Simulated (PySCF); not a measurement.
Species: C6H5F.
Bonds: F1–C2, C2–C3 (double), C3–C4, C4–C5 (double), C5–C6, C6–C7 (double), C3–C7. Hydrogens: H8 on C2; H9 on C4; H10 on C5; H11 on C6; H12 on C7.

The same species was optimised twice, with GFN2-xTB and with PBE0-D3(BJ)/def2-SVP (PySCF), and the same property calculations (PySCF, gas phase) were run on both structures.

```json
{"coordinate": "F1–C2 (Å)", "GFN2-xTB": "1.335", "PBE0-D3(BJ)/def2-SVP": "1.319", "change": "-0.016"}
{"coordinate": "C6=C7 (Å)", "GFN2-xTB": "1.344", "PBE0-D3(BJ)/def2-SVP": "1.358", "change": "+0.014"}
{"coordinate": "C4=C5 (Å)", "GFN2-xTB": "1.344", "PBE0-D3(BJ)/def2-SVP": "1.357", "change": "+0.013"}
{"coordinate": "C2=C3 (Å)", "GFN2-xTB": "1.335", "PBE0-D3(BJ)/def2-SVP": "1.343", "change": "+0.008"}
{"coordinate": "C5–C6 (Å)", "GFN2-xTB": "1.456", "PBE0-D3(BJ)/def2-SVP": "1.464", "change": "+0.008"}
{"coordinate": "C3–C4 (Å)", "GFN2-xTB": "1.461", "PBE0-D3(BJ)/def2-SVP": "1.464", "change": "+0.003"}
{"coordinate": "C3–C7 (Å)", "GFN2-xTB": "1.460", "PBE0-D3(BJ)/def2-SVP": "1.461", "change": "+0.001"}
{"coordinate": "C4–C3–C7 (°)", "GFN2-xTB": "106.2", "PBE0-D3(BJ)/def2-SVP": "107.4", "change": "+1.2"}
{"coordinate": "C3–C7–C6 (°)", "GFN2-xTB": "107.8", "PBE0-D3(BJ)/def2-SVP": "107.1", "change": "-0.7"}
{"coordinate": "C2–C3–C7 (°)", "GFN2-xTB": "128.3", "PBE0-D3(BJ)/def2-SVP": "127.6", "change": "-0.7"}
{"coordinate": "C3–C4–C5 (°)", "GFN2-xTB": "107.8", "PBE0-D3(BJ)/def2-SVP": "107.2", "change": "-0.6"}
{"coordinate": "C2–C3–C4 (°)", "GFN2-xTB": "125.5", "PBE0-D3(BJ)/def2-SVP": "125.0", "change": "-0.5"}
{"coordinate": "C5–C6–C7 (°)", "GFN2-xTB": "109.1", "PBE0-D3(BJ)/def2-SVP": "109.3", "change": "+0.2"}
{"coordinate": "F1–C2–C3 (°)", "GFN2-xTB": "122.7", "PBE0-D3(BJ)/def2-SVP": "122.5", "change": "-0.2"}
{"coordinate": "C4–C5–C6 (°)", "GFN2-xTB": "109.1", "PBE0-D3(BJ)/def2-SVP": "109.1", "change": "0.0"}
```

Rotational constants: A = 7567, B = 1934, C = 1540 MHz (GFN2-xTB) against A = 7453, B = 1936, C = 1537 MHz (PBE0-D3(BJ)/def2-SVP). Point groups within 0.08 Å: Cs and Cs.

On the GFN2-xTB structure: lowest singlet, TDDFT (eV) 3.67 [CAM-B3LYP/def2-SVPD]; lowest triplet, Tamm–Dancoff (eV) 2.45 [CAM-B3LYP/def2-SVPD]; isotropic polarisability (au) 71.1 [CAM-B3LYP/def2-SVPD]; HOMO (eV) -7.83 [CAM-B3LYP/def2-SVPD]; LUMO (eV) -0.90 [CAM-B3LYP/def2-SVPD]; dipole (D) 1.09 [CAM-B3LYP/def2-SVPD].

**Question.** What do these properties become on the PBE0-D3(BJ)/def2-SVP structure?

**Answer.** 
```tsv
property	level	on GFN2-xTB	on PBE0-D3(BJ)/def2-SVP	change
lowest singlet, TDDFT (eV)	CAM-B3LYP/def2-SVPD	3.67	3.62	-0.05
lowest triplet, Tamm–Dancoff (eV)	CAM-B3LYP/def2-SVPD	2.45	2.40	-0.05
isotropic polarisability (au)	CAM-B3LYP/def2-SVPD	71.1	72.4	+1.3
HOMO (eV)	CAM-B3LYP/def2-SVPD	-7.83	-7.77	+0.06
LUMO (eV)	CAM-B3LYP/def2-SVPD	-0.90	-0.91	-0.01
dipole (D)	CAM-B3LYP/def2-SVPD	1.09	1.04	-0.05
energy, GFN2-xTB geometry as zero (kcal/mol)	CAM-B3LYP/def2-SVPD	0.0	-0.5	-0.5
```

The heavy atoms differ by 0.009 Å rms after alignment. Among bonds between heavy atoms F1–C2 changes most (-0.016 Å). Changes are differences of the printed values. Neither structure is proved a minimum here.
